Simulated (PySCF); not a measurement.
## Working out the ionisation energy of Xe⁺

Xe⁺ [Kr] 4d10 5s2 5p5 (2P) → Xe²⁺ [Kr] 4d10 5s2 5p4 (3P). Calculation: PySCF 2.14, in aug-cc-pwCVDZ-PP with ECP28MDF (6s5p4d1f, 48 functions); a scalar-relativistic core potential. Frozen: nothing. Energies in hartree (1 hartree = 27.21139 eV):

| part | Xe⁺ (lower) | Xe²⁺ (upper) |
| --- | --- | --- |
| UHF | -327.866233 | -327.127482 |
| MP2 opposite-spin | -0.350769 | -0.334826 |
| MP2 same-spin | -0.200145 | -0.192088 |

Question: What does Hartree-Fock give?

Answer: (-327.127482) − (-327.866233) = 0.738751 hartree = 20.102 eV.

Question: What do MP2 and SCS-MP2 (6/5 opposite-spin, 1/3 same-spin) give?

Answer: The opposite-spin parts differ by 0.434 eV and the same-spin parts by 0.219 eV. MP2: 20.102 + (0.434) + (0.219) = 20.755 eV. SCS-MP2: 20.102 + 1.2 × (0.434) + (0.219)/3 = 20.696 eV.

Reference: 20.975 eV (semi-empirical (NIST evaluation); NIST Atomic Spectra Database, ionization energies), between the lowest levels; spin-orbit coupling is absent from the calculation.

A double-zeta basis recovers only part of the correlation energy.

What remains against the reference includes basis incompleteness and correlation beyond second order.
